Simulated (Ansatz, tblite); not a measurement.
Removing and adding an electron: `C[Si](C)(Cl)CCCCCCCCCCCOc1ccccc1`. Total charge 0; singlet. Geometry: PBE-D4/def2-SVP. Ansatz, gas phase; energy differences of separate SCF runs; the oxidised species was run as a doublet alone; the reduced species was run as a doublet alone.

```xyz
55

C    -0.3464   -2.8554    7.2086
Si    0.3908   -2.4867    5.5171
C     1.9167   -3.5385    5.1846
Cl   -1.0553   -3.0069    4.0668
C     0.7384   -0.6419    5.3043
C     1.2279   -0.2267    3.9095
C     1.4246    1.2856    3.7538
C     1.9588    1.7199    2.3805
C     1.0975    1.3216    1.1715
C    -0.3318    1.8756    1.1989
C    -1.1905    1.4860   -0.0124
C    -0.7176    2.0709   -1.3498
C    -1.6598    1.8051   -2.5304
C    -1.8012    0.3264   -2.9082
C    -2.6506    0.1041   -4.1599
O    -2.1416    0.7783   -5.3103
C    -1.0779    0.2568   -5.9861
C    -0.5732    1.0547   -7.0366
C     0.5023    0.6058   -7.8086
C     1.0958   -0.6432   -7.5512
C     0.5944   -1.4331   -6.5080
C    -0.4843   -0.9955   -5.7210
H    -1.2725   -2.2687    7.3733
H     0.3752   -2.5953    8.0110
H    -0.5984   -3.9305    7.3065
H     2.7177   -3.2997    5.9150
H     1.6796   -4.6177    5.2720
H     2.3121   -3.3567    4.1654
H     1.4786   -0.3467    6.0839
H    -0.1979   -0.0958    5.5585
H     0.4994   -0.5926    3.1538
H     2.1860   -0.7441    3.6748
H     0.4595    1.7975    3.9674
H     2.1255    1.6431    4.5405
H     2.9799    1.2993    2.2433
H     2.0872    2.8252    2.3825
H     1.0530    0.2124    1.0861
H     1.6135    1.6665    0.2499
H    -0.8447    1.5242    2.1203
H    -0.2926    2.9864    1.2813
H    -2.2381    1.8168    0.1672
H    -1.2335    0.3755   -0.0770
H    -0.5904    3.1702   -1.2325
H     0.2925    1.6773   -1.6018
H    -1.2985    2.3600   -3.4218
H    -2.6682    2.2215   -2.3023
H    -0.7919   -0.1165   -3.0569
H    -2.2703   -0.2504   -2.0817
H    -3.6624    0.5354   -4.0119
H    -2.7848   -0.9811   -4.3703
H    -1.0526    2.0265   -7.2245
H     0.8810    1.2387   -8.6260
H     1.9430   -0.9942   -8.1585
H     1.0486   -2.4125   -6.2915
H    -0.8526   -1.6370   -4.9093
```

The xTB rows come from tblite. Single mean-field runs in def2-TZVP are fitted with def2-universal-jkfit. HOMO above LUMO, or a gap near zero within one spin, warns that the state may not be the lowest or that an electron is smeared out.

Q: Estimate orbital energies and vertical ionisation energies and electron affinities at: GFN1-xTB; GFN2-xTB; PBE-D4/def2-TZVP; PBE0-D4/def2-TZVP; ωB97M-V/def2-TZVP.

A: 
```tsv
level	−HOMO (eV)	vertical IE (eV)	−LUMO (eV)	vertical EA (eV)	HOMO–LUMO gap (eV)	IE − EA (eV)	remarks
GFN1-xTB	11.13	12.92	7.07	4.36	4.07	8.56	–
GFN2-xTB	10.09	12.00	6.03	3.66	4.06	8.33	–
PBE-D4/def2-TZVP	5.24	7.49	1.09	-0.74	4.15	8.23	HOMO above zero (-1 doublet), gap within one spin near zero (+1 doublet), gap within one spin near zero (-1 doublet)
PBE0-D4/def2-TZVP	6.28	7.95	0.20	-1.14	6.07	9.10	HOMO above zero (-1 doublet)
ωB97M-V/def2-TZVP	8.35	8.05	-1.77	-1.54	10.12	9.59	HOMO above zero (-1 doublet)
```

Relaxing the oxidised species (PBE-D4/def2-SVP) changes its energy by -0.10 eV at PBE-D4/def2-TZVP, so the adiabatic ionisation energy to this nearest minimum is 7.39 eV. At PBE0-D4/def2-TZVP it is 7.84 eV. The gap within one spin of the relaxed charge 1 doublet nearly closes, so an electron or hole may be smeared out by delocalisation error.     A HOMO above zero means that the electron is unbound at that level or that self-interaction error raises the level; the energy of removing that electron tells which. Raw xTB energy differences between charge states are shifted by several eV; the methods need an empirical correction for them. Sets without diffuse functions give affinities that are too small. A negative affinity means that the extra electron isn't bound; its size then hangs on the basis.
